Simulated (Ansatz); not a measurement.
input.yaml

```yaml
crystal:
  periodic: [false, false, false]
  atoms:
    - { symbol: B, position_ang: [0.1512, 0.06309, -0.444889] }
    - { symbol: F, position_ang: [-0.024755, -0.170905, 2.048678] }
    - { symbol: Cl, position_ang: [1.537082, 0.257878, -1.490004] }
    - { symbol: "N", position_ang: [-1.18947, 0.035704, -0.784911] }
    - { symbol: H, position_ang: [-1.907743, -0.080086, -0.071585] }
    - { symbol: H, position_ang: [-1.546399, 0.131662, -1.741273] }
    - { symbol: Cl, position_ang: [-0.354016, -0.237343, 3.638984] }
magnetization:
  spin_polarized: true
  initial_magnetization: 1
basis:
  gaussian: { orbitals: "6-31G*" }
hamiltonian:
  xc: pbe
relax:
  f_tol: 0.03
  max_steps: 50
output:
  orbitals: {}
```

Run as:

```bash
$ ansatz run input.yaml --threads 2 --pin off --max-ram 3072MiB --backend cpu --events-out ev --progress --plain --runs-dir out
```

Hardware: 2 threads of Arm Neoverse V1, with other jobs on the host.

Roughly how long does this run take, and how much memory?

53 s, with a peak of 0.19 GiB, for 16 ionic steps.
